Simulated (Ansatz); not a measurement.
`c1ccc(-c2ccc(-c3ccc(-c4ccc(-c5ccc(-c6ccc(-c7ccc(-c8ccc(-c9ccc(-c%10cccnc%10)nc9)nc8)nc7)nc6)nc5)nc4)nc3)nc2)nc1`, relaxed as a singlet with RKS PBE-D4/def2-SVP in Ansatz, starting from the GFN2-xTB geometry. Force threshold 0.03 eV/Å.

Single mean-field runs in def2-SVP are fitted with def2-universal-jkfit.

Start:

Cartesian coordinates in Å:
```
C 7.151 -14.200 12.214
C 7.697 -12.928 12.302
C 7.180 -11.920 11.508
C 6.130 -12.219 10.636
C 5.541 -11.209 9.752
C 6.230 -10.072 9.334
C 5.600 -9.160 8.510
C 4.286 -9.407 8.108
C 3.553 -8.489 7.235
C 2.505 -8.958 6.440
C 1.832 -8.081 5.615
C 2.212 -6.735 5.601
C 1.560 -5.743 4.744
C 0.276 -5.914 4.226
C -0.267 -4.934 3.420
C 0.479 -3.785 3.147
C -0.037 -2.708 2.302
C -1.401 -2.493 2.102
C -1.812 -1.463 1.281
C -0.852 -0.647 0.679
C -1.223 0.467 -0.194
C -2.465 1.098 -0.124
C -2.753 2.132 -0.993
C -1.786 2.528 -1.920
C -2.009 3.619 -2.871
C -0.921 4.281 -3.444
C -1.140 5.304 -4.342
C -2.455 5.651 -4.667
C -2.776 6.718 -5.618
C -4.026 7.342 -5.590
C -4.311 8.341 -6.497
C -3.338 8.707 -7.432
C -3.554 9.755 -8.432
C -2.467 10.410 -9.015
C -2.688 11.384 -9.966
C -4.002 11.688 -10.333
C -4.325 12.703 -11.340
C -5.577 13.321 -11.339
C -5.858 14.282 -12.292
C -4.874 14.598 -13.217
N -3.694 14.003 -13.249
C -3.431 13.079 -12.345
N -5.041 11.063 -9.776
C -4.825 10.136 -8.870
N -2.145 8.110 -7.460
C -1.880 7.155 -6.597
N -3.495 5.020 -4.120
C -3.281 4.045 -3.265
N -0.588 1.940 -1.970
C -0.321 0.954 -1.146
N 0.453 -0.855 0.864
C 0.841 -1.839 1.643
N 1.710 -3.623 3.636
C 2.223 -4.558 4.401
N 3.207 -6.286 6.368
C 3.844 -7.125 7.152
N 3.636 -10.511 8.481
C 4.238 -11.371 9.270
N 5.598 -13.439 10.572
C 6.092 -14.391 11.337
H 7.530 -15.014 12.812
H 8.513 -12.723 12.980
H 7.569 -10.916 11.576
H 7.258 -9.911 9.626
H 6.128 -8.288 8.157
H 2.245 -10.005 6.483
H 1.040 -8.439 4.976
H -0.305 -6.793 4.463
H -1.252 -5.064 3.000
H -2.138 -3.109 2.597
H -2.864 -1.300 1.104
H -3.192 0.805 0.618
H -3.700 2.643 -0.934
H 0.077 3.980 -3.164
H -0.307 5.840 -4.769
H -4.748 7.033 -4.850
H -5.264 8.846 -6.471
H -1.468 10.141 -8.705
H -1.859 11.917 -10.406
H -6.299 13.036 -10.589
H -6.815 14.779 -12.317
H -5.034 15.355 -13.973
H -2.463 12.605 -12.443
H -5.718 9.657 -8.490
H -0.903 6.703 -6.709
H -4.177 3.567 -2.889
H 0.660 0.508 -1.231
H 1.908 -1.964 1.764
H 3.220 -4.378 4.778
H 4.617 -6.678 7.764
H 3.668 -12.247 9.548
H 5.615 -15.358 11.238
```

```tsv
step	energy (eV)	largest force component (eV/Å)	SCF passes
1	-67144.0157	0.964	22
2	-67144.7516	0.340	21
3	-67144.8667	0.080	20
4	-67144.8819	0.098	20
5	-67144.9153	0.031	20
6	-67144.9314	0.178	26
7	-67144.9382	0.096	22
8	-67144.9435	0.006	21
9	-67144.9475	0.029	20
10	-67144.9487	0.066	20
11	-67144.9497	0.030	22
12	-67144.9505	0.003	22
13	-67144.9511	0.011	21
```

Force components are those of the run's own axes.

End:

```xyz
92

C     7.242  -14.407   12.364
C     7.907  -13.173   12.344
C     7.408  -12.145   11.536
C     6.248  -12.378   10.761
C     5.660  -11.339    9.881
C     6.247  -10.077    9.655
C     5.618   -9.158    8.813
C     4.397   -9.507    8.194
C     3.663   -8.588    7.294
C     2.390   -8.948    6.801
C     1.697   -8.072    5.969
C     2.279   -6.827    5.630
C     1.592   -5.835    4.774
C     0.241   -5.945    4.383
C    -0.332   -4.958    3.581
C     0.451   -3.855    3.172
C    -0.094   -2.768    2.329
C    -1.467   -2.606    2.055
C    -1.894   -1.555    1.242
C    -0.939   -0.662    0.703
C    -1.318    0.466   -0.176
C    -2.650    0.880   -0.388
C    -2.919    1.940   -1.253
C    -1.847    2.589   -1.910
C    -2.052    3.704   -2.862
C    -0.957    4.242   -3.573
C    -1.163    5.273   -4.487
C    -2.472    5.770   -4.692
C    -2.782    6.842   -5.664
C    -4.110    7.295   -5.824
C    -4.397    8.294   -6.751
C    -3.349    8.846   -7.525
C    -3.570    9.902   -8.539
C    -2.496   10.371   -9.326
C    -2.717   11.358  -10.285
C    -4.020   11.879  -10.459
C    -4.342   12.922  -11.464
C    -5.655   13.435  -11.552
C    -5.944   14.417  -12.503
C    -4.911   14.862  -13.345
N    -3.656   14.389  -13.284
C    -3.390   13.447  -12.369
N    -5.050   11.440   -9.700
C    -4.830   10.497   -8.785
N    -2.075    8.417   -7.374
C    -1.809    7.461   -6.484
N    -3.521    5.270   -3.998
C    -3.315    4.286   -3.125
N    -0.567    2.201   -1.704
C    -0.318    1.191   -0.872
N     0.381   -0.814    0.961
C     0.780   -1.817    1.741
N     1.752   -3.750    3.532
C     2.291   -4.696    4.299
N     3.509   -6.490    6.079
C     4.167   -7.335    6.871
N     3.828  -10.716    8.410
C     4.435  -11.587    9.213
N     5.611  -13.571   10.789
C     6.095  -14.545   11.564
H     7.599  -15.243   12.983
H     8.808  -13.009   12.955
H     7.915  -11.170   11.518
H     7.200   -9.802   10.130
H     6.075   -8.172    8.647
H     1.981   -9.926    7.091
H     0.711   -8.359    5.578
H    -0.374   -6.797    4.711
H    -1.382   -5.053    3.270
H    -2.213   -3.292    2.482
H    -2.965   -1.438    1.024
H    -3.485    0.383    0.128
H    -3.957    2.256   -1.419
H     0.041    3.821   -3.382
H    -0.309    5.686   -5.041
H    -4.891    6.835   -5.202
H    -5.433    8.639   -6.876
H    -1.501    9.936   -9.155
H    -1.877   11.721  -10.894
H    -6.413   13.039  -10.861
H    -6.957   14.837  -12.595
H    -5.106   15.640  -14.106
H    -2.348   13.082  -12.356
H    -5.716   10.192   -8.200
H    -0.749    7.161   -6.417
H    -4.214    3.934   -2.590
H     0.734    0.899   -0.721
H     1.860   -1.914    1.938
H     3.351   -4.582    4.582
H     5.169   -7.000    7.192
H     3.949  -12.565    9.368
H     5.538  -15.500   11.552
```

By distances, no bond broke or formed. The bond that changes most is C40–H82, from 1.08 to 1.11 Å (atoms count from 1).

The force fell under the threshold at step 8, but the optimiser went on and released 0.008 eV more. No frequencies were taken in this run, so the end may be a saddle point.

It took 53 s on 11 threads of AMD EPYC 7R13 on a shared host and a whole NVIDIA H100 80GB HBM3, peak host memory 1.5 GiB.
